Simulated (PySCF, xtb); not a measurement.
C3H8NO, SMILES C[NH+](C)C=O, charge +1.

GFN2-xTB run with xtb 6.7.1 at its own geometry gives an orbital gap of 4.37 eV.

The structure is a stationary point at ωB97X-D3(BJ)/def2-SVP. The isomer is the one that the SMILES or the coordinates give; other isomers of the formula were not compared. The values are those of a single conformer.

Question: What does r2SCAN/def2-TZVP in PySCF give? (The exact figures need the calculation; the answer reports its results.)

Answer: gap 5.26 eV (levels -12.95 and -7.69 eV).
